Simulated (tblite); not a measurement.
Compound: C₁₀H₁₁P.
SMILES with atom numbers: `[CH:1]#[C:2][P:3]([CH3:4])[CH2:5][c:6]1[cH:7][cH:8][cH:9][cH:10][cH:11]1` (hydrogens: H12 on C1; H13, H14, H15 on C4; H16, H17 on C5; H18 on C7; H19 on C8; H20 on C9; H21 on C10; H22 on C11)

Geometry (GFN2-xTB, Å), atoms numbered from 1 in this order:
```xyz
22
C10H11P angstrom
C     -4.363   -1.245    0.150
C     -3.241   -0.960    0.474
P     -1.610   -0.637    1.082
C     -1.696    1.215    1.011
C     -0.723   -0.919   -0.553
C      0.677   -0.407   -0.455
C      1.589   -1.041    0.382
C      2.880   -0.565    0.507
C      3.278    0.558   -0.198
C      2.377    1.200   -1.030
C      1.084    0.721   -1.156
H     -5.341   -1.471   -0.162
H     -2.068    1.559    0.047
H     -2.357    1.570    1.800
H     -0.698    1.617    1.183
H     -0.727   -1.998   -0.732
H     -1.276   -0.428   -1.358
H      1.274   -1.914    0.936
H      3.578   -1.070    1.159
H      4.286    0.933   -0.098
H      2.680    2.078   -1.582
H      0.386    1.226   -1.809
```

Method: GFN2-xTB as coded in tblite; computed harmonic values from a numerical Hessian at the method's own geometry, unscaled. This tight-binding method is rough: wavenumbers can miss measured ones by several per cent, in bad cases by 10 to 20. One conformer, not necessarily the lowest.

Harmonic wavenumbers (cm⁻¹): 28.0, 45.5, 64.4, 112.1, 148.6, 171.3, 199.6, 264.9, 317.1, 343.3, 357.4, 371.3, 460.2, 536.8, 591.3, 639.5, 656.8, 660.4, 667.8, 690.3, 730.0, 770.6, 805.5, 825.0, 875.0, 884.3, 896.7, 908.4, 926.9, 931.1, 987.8, 1079.2, 1086.4, 1128.3, 1178.6, 1182.1, 1199.1, 1238.2, 1290.8, 1316.9, 1326.4, 1435.3, 1440.5, 1446.0, 1453.9, 1479.8, 1591.3, 1604.2, 2194.3, 2944.6, 2952.3, 2994.7, 3006.8, 3016.8, 3065.6, 3068.1, 3075.9, 3082.2, 3092.4, 3365.1.

A = 2619, B = 495.0, C = 477.0 MHz; mass 162.060 u (most abundant isotopes); point group C1, symmetry number 1.

Zero-point energy?

Half the sum of the wavenumbers: 37602 cm⁻¹ = 107.51 kcal/mol.

What is S at 273.15 K and 1 bar for an ideal gas of classical rigid rotors and harmonic oscillators?

Translation 40.75, rotation 30.37, vibration 34.83: S = 105.9 cal/(mol K).

And Cp and H(273.15 K) − H(0)?

Cp = 43.04 cal/(mol K), of which vibrations give 35.09 (their classical limit is 60 R = 119.2); H(273.15 K) − H(0) = 7.00 kcal/mol without the zero-point energy, 4.82 from vibrations.

Blend soft modes into free rotors: weight 1/[1 + (100 cm⁻¹/ν̃)⁴] for the oscillator and the rest for a rotor with moment μB/(μ + B), μ = h/(8π²ν), B = 10⁻⁴⁴ kg m². What vibrational entropy results?

30.89 cal/(mol K) in place of 34.83, which changes −T·S at 273.15 K by +1.07 kcal/mol.

What must be added to the electronic energy to get the Gibbs energy at 273.15 K and 1 bar?

ZPE + [H(273.15 K) − H(0)] − T·S = 107.51 + 7.00 − 28.94 = 85.57 kcal/mol.

How do the functions run with temperature in this model?

```json
{"T (K)": "100", "S (cal/(mol K))": "75.7", "Cp (cal/(mol K))": "21.3", "H − H(0) (kcal/mol)": "1.48", "G − H(0) (kcal/mol)": "-6.09", "ln q(vib)": "2.89"}
{"T (K)": "200", "S (cal/(mol K))": "94.1", "Cp (cal/(mol K))": "33.4", "H − H(0) (kcal/mol)": "4.20", "G − H(0) (kcal/mol)": "-14.62", "ln q(vib)": "6.25"}
{"T (K)": "300", "S (cal/(mol K))": "110.1", "Cp (cal/(mol K))": "46.6", "H − H(0) (kcal/mol)": "8.20", "G − H(0) (kcal/mol)": "-24.84", "ln q(vib)": "9.51"}
{"T (K)": "500", "S (cal/(mol K))": "139.4", "Cp (cal/(mol K))": "68.6", "H − H(0) (kcal/mol)": "19.85", "G − H(0) (kcal/mol)": "-49.86", "ln q(vib)": "15.98"}
{"T (K)": "800", "S (cal/(mol K))": "176.5", "Cp (cal/(mol K))": "88.6", "H − H(0) (kcal/mol)": "43.72", "G − H(0) (kcal/mol)": "-97.45", "ln q(vib)": "25.21"}
{"T (K)": "1000", "S (cal/(mol K))": "197.2", "Cp (cal/(mol K))": "97.1", "H − H(0) (kcal/mol)": "62.34", "G − H(0) (kcal/mol)": "-134.86", "ln q(vib)": "30.88"}
```

q(vib) and H(0) count from the zero-point level.

Which modes carry the vibrational entropy at 273.15 K?

28.0 cm⁻¹: 5.79; 45.5 cm⁻¹: 4.83; 64.4 cm⁻¹: 4.15; 112.1 cm⁻¹: 3.06; 148.6 cm⁻¹: 2.52; 171.3 cm⁻¹: 2.26 cal/(mol K); the other 54 give 12.22 together.

Hindered rotation and anharmonicity are outside this model. Other conformers, if any are populated, would add a mixing term that is left out. The structure is chiral; the term R ln 2 for an equal mix with its mirror image is left out.
